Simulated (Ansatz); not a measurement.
C₂H₆F₂Se₂Ti (`C[Se][Ti]([F])([F])[Se]C`) from Hartree–Fock to CCSD(T)

Z-matrix (Å, degrees):
```
C
Se 1 1.963
H 1 1.088 2 110.2
H 1 1.088 2 109.1 3 -121.5
H 1 1.088 2 106.7 3 119.0
Ti 2 2.398 1 96.5 3 51.8
F 6 1.752 2 105.3 1 -178.7
F 6 1.752 2 110.5 1 -48.2
Se 6 2.398 2 104.9 1 64.8
C 9 1.963 6 96.5 2 64.8
H 10 1.088 9 106.7 6 170.8
H 10 1.088 9 109.1 6 -69.7
H 10 1.088 9 110.2 6 51.8
```

The species carries charge 0 and has multiplicity 1. Correlated methods include outer-core shells of Se, Ti, which these sets cover unevenly. Scalar relativity is left out up to krypton. The geometry is a stationary point of PBE0-D4/def2-TZVP. It is one conformer, not always the lowest. Frozen core, restricted reference, Ansatz 0.2.0.

| basis | HF (Eh) | MP2 corr. | CCSD corr. | (T) | CCSD(T) total |
| --- | --- | --- | --- | --- | --- |
| def2-SVP | -5925.45304 | ? | -1.48178 | -0.06114 | ? |
| def2-TZVPP | -5926.52104 | ? | ? | -0.09076 | ? |
| def2-QZVPP | ? | -2.56371 | – | – | – |

(1) Fill in the withheld values. (Estimate.)

## Answers

(1) The calculation gave: def2-SVP MP2 corr.: -1.46715; def2-SVP CCSD(T) total: -5926.99596; def2-TZVPP MP2 corr.: -1.85260; def2-TZVPP CCSD corr.: -1.86269; def2-TZVPP CCSD(T) total: -5928.47449; def2-QZVPP HF (Eh): -5926.64337.
